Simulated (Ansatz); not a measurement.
AlCl4, charge -1, singlet, geometry from GFN2-xTB (such geometries of metal compounds can be far from the true shape) (a gas-phase anion, which may not be bound at this level).

Here is a job for Ansatz (a first-principles code).
Ansatz 0.2 input:
```yaml
crystal:
  periodic: [false, false, false]
  atoms:
    - {symbol: Cl, position_ang: [-1.65839443, -0.37089430, -1.25730454]}
    - {symbol: Al, position_ang: [0.00000000, 0.00000000, 0.00000000]}
    - {symbol: Cl, position_ang: [0.00812152, 2.03452580, 0.57383638]}
    - {symbol: Cl, position_ang: [1.78590719, -0.44613033, -1.03930391]}
    - {symbol: Cl, position_ang: [-0.13563427, -1.21750117, 1.72277208]}
basis:
  gaussian:
    orbitals: STO-3G
total_charge: -1
magnetization: {spin_polarized: false}
correlation: {method: ccsd_t, electrons: outside_noble_gas}
accuracy: high
```

Question: What does this run give for the T1 diagnostic, total energy, coupled-cluster correlation energy (without the perturbative part), number of basis functions, MP2 correlation energy?

Answer: 
The T1 diagnostic is 0.005 and the total energy is -2057.7508 Eh. The coupled-cluster correlation energy (without the perturbative part) is -0.0346 Eh and the number of basis functions is 45. The MP2 correlation energy comes out as -0.0286 Eh.

A gas-phase anion may not be bound at this level; its values then depend on the basis.
